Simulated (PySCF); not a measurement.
# Reading the logs of faulty runs: ClFH3NSi

Calculated results; nothing here was measured. The program is PySCF 2.14.0, an open-source quantum chemistry code, run on an isolated molecule that a program drew, which may never have been made. The molecule is ClFH3NSi (charge 0, singlet), drawn as the SMILES string `N[SiH](F)Cl`.

Each row is a Hartree-Fock (HF) and frozen-core CCSD(T) single point in the cc-pV(D+d)Z basis, meant for a local HF minimum. Run 1 is clean. Each other run has one planted mistake out of seven kinds, and not every kind appears here: one electron removed, one electron added, multiplicity raised by two, geometry at a saddle point, minimal basis STO-3G, one bond length entered in bohr, all coordinates scaled. The reference is restricted for singlets and unrestricted otherwise, and also for a bond in bohr. Adding or removing an electron swaps singlet and doublet. Electrons count all cores. HOMO and LUMO are orbital energies over both spins, the gradient is its largest component, and the lowest frequency (negative if imaginary) is given only where the gradient is small. Bond lengths are over the 6 bonds as drawn. T1 is the CCSD diagnostic: over 0.02 (restricted) or 0.045 (unrestricted) a single reference is doubtful.

Geometry of the clean run:
```xyz
7
ClFH3NSi, angstrom
N    -0.6681    1.6644    0.6046
Si    0.1185    0.3123   -0.0213
F    -0.2551   -0.0098   -1.5523
Cl   -0.4721   -1.3346    1.0469
H    -0.4048    2.5856    0.3080
H    -1.6343    1.6260    0.8695
H     1.5682    0.4756    0.0184
```

| run | electrons | basis functions | <S^2> | HOMO (eV) | LUMO (eV) | gradient (hartree/bohr) | lowest frequency (cm^-1) | mean bond (Å) | longest bond (Å) | T1 | HF (hartree) | CCSD(T) (hartree) | mistake |
|---|---|---|---|---|---|---|---|---|---|---|---|---|---|
| 1 | 50 | 89 | 0.000 | -12.04 | 4.53 | 9.4e-06 | 170 | 1.4680 | 2.050 | 0.0104 | -904.23737 | -904.87334 | no fault |
| 2 | 49 | 89 | 0.758 | -17.79 | -7.73 | 1.3e-01 | - | 1.4680 | 2.050 | 0.0232 | -903.88068 | -904.48247 | one electron removed |
| 3 | 51 | 89 | 0.754 | 3.72 | 9.66 | 6.3e-02 | - | 1.4680 | 2.050 | 0.0168 | -904.08509 | -904.74075 | one electron added |
| 4 | 50 | 89 | 0.782 | -11.51 | 1.34 | 2.4e-02 | - | 1.6167 | 2.050 | 0.0628 | -904.09134 | -904.72260 | one bond length entered in bohr |
| 5 | 50 | 31 | 0.000 | -9.56 | 9.66 | 3.1e-02 | - | 1.4680 | 2.050 | 0.0089 | -893.80050 | -893.92507 | ? |

**Which mistake was planted in run 5, and what did it cost?**

It has 31 basis functions where the clean run has 89, with the same electrons and geometry. So the mistake is: minimal basis STO-3G. Subtracting run 1 and multiplying by 627.51 kcal/mol a hartree, the energy moved by 6549.2 kcal/mol in HF and 6870.1 kcal/mol in CCSD(T).

Cautions from the logs. Run 3: the HOMO is above zero, so the electron isn't bound and the energy depends on the basis; run 4: T1 is over the limit, so its CCSD(T) energy is less reliable.
